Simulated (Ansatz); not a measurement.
Basis-set extrapolation for `C[O][Al]([NH2])[NH2]` (PBE0-D4/def2-TZVP geometry, frozen core, the Gaussian-basis code of Ansatz). Multiplicity 1, RHF reference.

```tsv
	def2-TZVPP	def2-QZVPP
HF	-467.861417	-467.880913
MP2 correlation	-0.918370	-0.986266
CCSD(T) correlation	-0.985696	not run
```

Energies in hartree. Use E(X) = E(∞) + A·exp(−7.88·√X) for Hartree–Fock and E(X) = E(∞) + B·X^(−2.97) for correlation, with X = 3 and 4, and add CCSD(T) minus MP2 of the smaller set to the MP2 limit.

**Question.** What is the CCSD(T) energy at the basis-set limit?

**Answer.** HF limit: -467.880913 + (-0.019496) × 0.13774 = -467.88360. MP2 limit: -0.986266 + (-0.067896) × 0.74074 = -1.03656. Higher-order term: -0.985696 − (-0.918370) = -0.06733. Total: -468.98749 hartree, 88.1 kcal/mol below CCSD(T)/def2-TZVPP.
